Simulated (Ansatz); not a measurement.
NbSeBr3, relaxed as a singlet with RKS PBE0-D4/def2-SVP in Ansatz, starting from the GFN2-xTB geometry. Force threshold 0.02 eV/Å.

In the def2 sets Nb takes a core potential; there is no spin–orbit coupling. The restricted singlet is unstable towards broken spin symmetry in Hartree–Fock (as tested in another run); at PBE0-D4/def2-SVP this wasn't settled.

Start:

Cartesian coordinates in Å:
```
Nb -0.0004 -0.0002 -0.0003
Se 1.6957 0.6970 1.3616
Br -1.1240 -1.8342 1.0631
Br 0.9416 -0.6943 -2.0944
Br -1.5130 1.8317 -0.3300
```

(1) Estimate the energy that the relaxation releases and the steps that it takes.

(2) Does the start keep its bonding and symmetry?

(3) Predict the relaxed structure.

## Answers

(1) 0.02 eV, in 4 steps; 29 s on 2 threads of AMD EPYC 7R13 on a shared host. No frequencies were taken in this run, so the end may be a saddle point.

(2) By distances, no bond broke or formed. The bond that changes most is Nb1–Se2, from 2.28 to 2.25 Å (atoms count from 1). Point group C3v at the start, C3v at the end, both within 0.05 Å.

(3) 
```xyz
5

Nb   -0.001    0.000   -0.001
Se    1.670    0.687    1.341
Br   -1.120   -1.845    1.083
Br    0.964   -0.696   -2.102
Br   -1.513    1.854   -0.322
```
Bond lengths: 3 × Br–Nb 2.41 Å; 1 × Nb–Se 2.25 Å.
